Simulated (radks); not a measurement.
Task: Au III, 77 electrons, occupied as [Xe] 4f14 5d9. Calculated with a radial shooting solver on a logarithmic mesh with Libxc functionals: Dirac Kohn-Sham, SOGGA, spin-unpolarised, spherical densities, point nucleus; open shells are shared between the two j in proportion to 2j + 1. Some entries of the table are withheld. Estimate them.

| orbital | occ. | eigenvalue (eV) | <r^2> (bohr^2) | <r> (bohr) |
|---|---|---|---|---|
| 1s1/2 | 2 | -80649.54 | 0.0003932 | 0.01686 |
| 2s1/2 | 2 | -14236.06 | 0.005938 | 0.07046 |
| 2p1/2 | 2 | -13651.63 | 0.004203 | 0.05799 |
| 2p3/2 | 4 | -11816.71 | 0.005391 | 0.06654 |
| 3s1/2 | 2 | -3375.934 | 0.03858 | 0.1833 |
| 3p1/2 | 2 | -3113.447 | 0.03518 | 0.1736 |
| 3p3/2 | 4 | -2708.565 | 0.04160 | 0.1893 |
| 3d3/2 | 4 | -2273.166 | 0.03191 | 0.1648 |
| 3d5/2 | 6 | -2186.140 | 0.03366 | 0.1696 |
| 4s1/2 | 2 | (1) | 0.1872 | 0.4070 |
| 4p1/2 | 2 | (2) | 0.1910 | 0.4094 |
| 4p3/2 | 4 | (3) | 0.2237 | 0.4436 |
| 4d3/2 | 4 | -357.3356 | 0.2364 | 0.4520 |
| 4d5/2 | 6 | -339.2407 | 0.2480 | 0.4632 |
| 5s1/2 | 2 | -129.6301 | 0.9640 | 0.9268 |
| 4f5/2 | 6 | -104.6145 | 0.2973 | (4) |
| 4f7/2 | 8 | -100.8023 | 0.3059 | (5) |
| 5p1/2 | 2 | -93.3049 | 1.133 | 1.001 |
| 5p3/2 | 4 | -76.6843 | 1.365 | 1.098 |
| 5d3/2 | 3.6 | -28.2867 | 2.510 | 1.465 |
| 5d5/2 | 5.4 | -26.5756 | 2.700 | 1.519 |

Result: 
(1) 4s1/2 eigenvalue (eV): -749.2865
(2) 4p1/2 eigenvalue (eV): -637.4188
(3) 4p3/2 eigenvalue (eV): -540.2412
(4) 4f5/2 <r> (bohr): 0.4952
(5) 4f7/2 <r> (bohr): 0.5022
